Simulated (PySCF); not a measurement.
Compound: C4H8OSi.
Cartesian coordinates in Å at the PBE0-D3(BJ)/def2-SVP level; atoms count from 1:
```xyz
14
C4H8OSi angstrom
Si     2.5623    0.5526    0.6399
O      1.0601    0.0811    0.0708
C     -0.1071    0.1837    0.7560
C     -1.2698   -0.1904    0.2460
C     -2.7139   -0.3279    0.4213
C     -2.0232   -0.7424   -0.8749
H      2.9144   -0.2030    1.8810
H      2.5721    2.0147    0.9513
H      3.5235    0.2445   -0.4501
H     -0.0490    0.5969    1.7726
H     -3.0956   -1.1219    1.0738
H     -3.3387    0.5728    0.4040
H     -1.9350   -1.8134   -1.0908
H     -2.1767   -0.1181   -1.7626
```

The calculation used PBE0-D3(BJ)/def2-SVP geometry optimisation, gas phase in PySCF.

Masses are those of the commonest isotopes; rigid-rotor values at the optimised geometry. The values belong to one conformer with, in the numbering `[SiH3:1][O:2][CH:3]=[C:4]1[CH2:5][CH2:6]1`, Si1–O2–C3–C4 179°.

(1) What are A, B and C (MHz)?

(2) Classify the top.

(3) Is it planar, by Δ = Ic − Ia − Ib?

(4) Give the other two planar moments, Paa and Pbb, and the rms extents of the mass along the axes.

(5) Where do the levels up to J = 4 lie, in cm⁻¹?

(6) Which types of transition are allowed, and where do some lines up to J = 3 fall?

Answers

(1) Ia = 37.76, Ib = 445.16, Ic = 470.15 u·Å²; 505379 MHz·u·Å²/I gives A = 13383, B = 1135, C = 1075 MHz.

(2) A near-prolate asymmetric top; Ray's κ = -0.990.

(3) Not planar: Δ = Ic − Ia − Ib = -12.77 u·Å². For a rigid frame Δ = −2 Σ m c², so Σ m c² = 6.39 u·Å² lies off the ab plane, practically all of it from hydrogen. The atom farthest from that plane is 1.23 Å away.

(4) Paa = Σ m a² = (Ib + Ic − Ia)/2 = 438.78 and Pbb = Σ m b² = (Ia + Ic − Ib)/2 = 31.38 u·Å². With the mass M = 100.03 u, the rms extents √(P/M) along a, b and c are 2.09, 0.56, 0.25 Å.

(5) Above 0(0,0):
J = 1: 1(0,1) 0.0737, 1(1,1) 0.4823, 1(1,0) 0.4843
J = 2: 2(0,2) 0.2212, 2(1,2) 0.6277, 2(1,1) 0.6337, 2(2,1) 1.8593, 2(2,0) 1.8593
J = 3: 3(0,3) 0.4423, 3(1,3) 0.8458, 3(1,2) 0.8579, 3(2,2) 2.0805, 3(2,1) 2.0805, 3(3,1) 4.1282, 3(3,0) 4.1282
J = 4: 4(0,4) 0.7371, 4(1,4) 1.1367, 4(1,3) 1.1568, 4(2,3) 2.3754, 4(2,2) 2.3755, 4(3,2) 4.4231, 4(3,1) 4.4231, 4(4,1) 7.2898, 4(4,0) 7.2898
Those of J = 1 are B + C, A + C and A + B.

(6) The dipole components are |μa| = 0.24 D, |μb| = 0.72 D, |μc| = 0.02 D. The squared components, which scale the intensities, stand as 0.11 : 1.00 : 0.00 (a : b : c). Some lines, for components of 0.1 D or more:

```json
{"type": "a", "branch": "Q", "J(Ka,Kc)": "3(1,2) ← 3(1,3)", "MHz": "362", "lower level (cm⁻¹)": "0.846"}
{"type": "a", "branch": "R", "J(Ka,Kc)": "1(0,1) ← 0(0,0)", "MHz": "2210", "lower level (cm⁻¹)": "0.000"}
{"type": "a", "branch": "R", "J(Ka,Kc)": "2(1,2) ← 1(1,1)", "MHz": "4360", "lower level (cm⁻¹)": "0.482"}
{"type": "a", "branch": "R", "J(Ka,Kc)": "2(0,2) ← 1(0,1)", "MHz": "4420", "lower level (cm⁻¹)": "0.074"}
{"type": "a", "branch": "R", "J(Ka,Kc)": "2(1,1) ← 1(1,0)", "MHz": "4481", "lower level (cm⁻¹)": "0.484"}
{"type": "a", "branch": "R", "J(Ka,Kc)": "3(1,3) ← 2(1,2)", "MHz": "6540", "lower level (cm⁻¹)": "0.628"}
{"type": "a", "branch": "R", "J(Ka,Kc)": "3(0,3) ← 2(0,2)", "MHz": "6630", "lower level (cm⁻¹)": "0.221"}
{"type": "a", "branch": "R", "J(Ka,Kc)": "3(2,2) ← 2(2,1)", "MHz": "6631", "lower level (cm⁻¹)": "1.859"}
{"type": "a", "branch": "R", "J(Ka,Kc)": "3(2,1) ← 2(2,0)", "MHz": "6631", "lower level (cm⁻¹)": "1.859"}
{"type": "b", "branch": "Q", "J(Ka,Kc)": "1(1,0) ← 1(0,1)", "MHz": "12308", "lower level (cm⁻¹)": "0.074"}
{"type": "b", "branch": "Q", "J(Ka,Kc)": "2(1,1) ← 2(0,2)", "MHz": "12368", "lower level (cm⁻¹)": "0.221"}
{"type": "b", "branch": "Q", "J(Ka,Kc)": "3(1,2) ← 3(0,3)", "MHz": "12460", "lower level (cm⁻¹)": "0.442"}
{"type": "b", "branch": "R", "J(Ka,Kc)": "1(1,1) ← 0(0,0)", "MHz": "14458", "lower level (cm⁻¹)": "0.000"}
{"type": "b", "branch": "R", "J(Ka,Kc)": "2(1,2) ← 1(0,1)", "MHz": "16607", "lower level (cm⁻¹)": "0.074"}
{"type": "b", "branch": "Q", "J(Ka,Kc)": "3(2,1) ← 3(1,2)", "MHz": "36653", "lower level (cm⁻¹)": "0.858"}
{"type": "b", "branch": "Q", "J(Ka,Kc)": "2(2,0) ← 2(1,1)", "MHz": "36742", "lower level (cm⁻¹)": "0.634"}
{"type": "b", "branch": "Q", "J(Ka,Kc)": "2(2,1) ← 2(1,2)", "MHz": "36923", "lower level (cm⁻¹)": "0.628"}
{"type": "b", "branch": "R", "J(Ka,Kc)": "2(2,1) ← 1(1,0)", "MHz": "41223", "lower level (cm⁻¹)": "0.484"}
{"type": "b", "branch": "R", "J(Ka,Kc)": "2(2,0) ← 1(1,1)", "MHz": "41283", "lower level (cm⁻¹)": "0.482"}
{"type": "b", "branch": "R", "J(Ka,Kc)": "3(2,2) ← 2(1,1)", "MHz": "43373", "lower level (cm⁻¹)": "0.634"}
{"type": "b", "branch": "R", "J(Ka,Kc)": "3(2,1) ← 2(1,2)", "MHz": "43555", "lower level (cm⁻¹)": "0.628"}
{"type": "b", "branch": "Q", "J(Ka,Kc)": "3(3,0) ← 3(2,1)", "MHz": "61387", "lower level (cm⁻¹)": "2.081"}
{"type": "b", "branch": "Q", "J(Ka,Kc)": "3(3,1) ← 3(2,2)", "MHz": "61388", "lower level (cm⁻¹)": "2.080"}
{"type": "b", "branch": "R", "J(Ka,Kc)": "3(3,0) ← 2(2,1)", "MHz": "68018", "lower level (cm⁻¹)": "1.859"}
```

No frequency check. Constants of a rigid frame at the computed geometry: no zero-point averaging, no centrifugal distortion. A rigid rotor knows nothing of internal rotation, which can split or shift real lines.
